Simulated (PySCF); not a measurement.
Electron correlation in Cs⁴⁵⁺ (caesium, charge +45)

Starting occupation: [Ne]. Computed with PySCF 2.14 in an uncontracted even-tempered set (17 s from 5.8 bohr⁻², ratio 2.6; 13 p from 7.5 bohr⁻², ratio 2.6; 6 d from 7.7 bohr⁻², ratio 2.8; 3 f from 170 bohr⁻², ratio 2.8), with X2C-1e with screened-nucleus spin-orbit coupling, Gaussian nucleus. Frozen: 1s2; 8 electrons correlated; the 48 highest virtual spinors left out.

MP2 pair energies summed by pair of shells (mhartree):

| pair | energy | share (%) |
| --- | --- | --- |
| 2p1/2-2p3/2 | -102.37 | 33.3 |
| 2p3/2-2p3/2 | -96.71 | 31.5 |
| 2p3/2-2s1/2 | -47.49 | 15.5 |
| 2p1/2-2s1/2 | -24.59 | 8.0 |
| 2p1/2-2p1/2 | -23.60 | 7.7 |
| 2s1/2-2s1/2 | -12.47 | 4.1 |

Total MP2 correlation energy: -307.23 mhartree.

The virtual space was cut to 44 spinors, which keep -236.85 of the -307.23 mhartree of MP2 correlation.

```tsv
level	correlation energy (mhartree)
CCSD	-237.83
(T)	-0.02
CCSD(T)	-237.85
```

Diagnostics: T1 = 3.7e-05, largest double amplitude 0.002.

Cost of the coupled-cluster step: of the order of 10 core-seconds, for 8 occupied and 44 virtual spinors.

The coupled-cluster values are those of the cut space; adding the MP2 remainder, -70.38 mhartree, estimates the full space.

At this charge the one-electron X2C treatment keeps the bare 1/r₁₂, with no two-electron picture change or Breit term. The effect here is smaller than on the frozen 1s shell.
